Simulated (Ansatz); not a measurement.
`CO[Si](O)(Cl)Cl`, relaxed with RKS PBE0-D4/def2-TZVP in the Gaussian-basis code of Ansatz from a GFN2-xTB geometry. The force threshold is 0.005 eV/Å; the program also tests the step.

Charge 0, multiplicity 1.

Start:

```xyz
10

C     0.696    1.251   -0.820
O     0.466   -0.083   -0.441
Si   -0.498   -0.680    0.713
O    -0.380   -2.283    0.599
Cl   -2.394   -0.056    0.410
Cl    0.101   -0.202    2.558
H     1.202    1.792   -0.018
H     1.330    1.232   -1.705
H    -0.245    1.752   -1.052
H    -0.280   -2.724   -0.242
```

Problem. By how much does the energy fall, and how many steps does the optimiser take? (An estimate is asked.)

Solution. The calculation gave: 0.05 eV, in 17 steps, 3 of them rejected.

Problem. Which bonds change most? (An estimate is asked.)

Solution. Ansatz gave: Si3–Cl6 from 1.998 to 2.028 Å; Si3–Cl5 from 2.019 to 2.044 Å; C1–O2 from 1.406 to 1.414 Å; O4–H10 from 0.954 to 0.959 Å.

Problem. Give the relaxed structure. (Best estimate.)

Solution. Ansatz gave: 
```xyz
10

C     0.688    1.271   -0.799
O     0.537   -0.101   -0.493
Si   -0.411   -0.723    0.655
O    -0.312   -2.335    0.634
Cl   -2.329   -0.089    0.343
Cl    0.167   -0.118    2.502
H     1.113    1.815    0.050
H     1.370    1.349   -1.646
H    -0.271    1.721   -1.070
H    -0.551   -2.789   -0.176
```
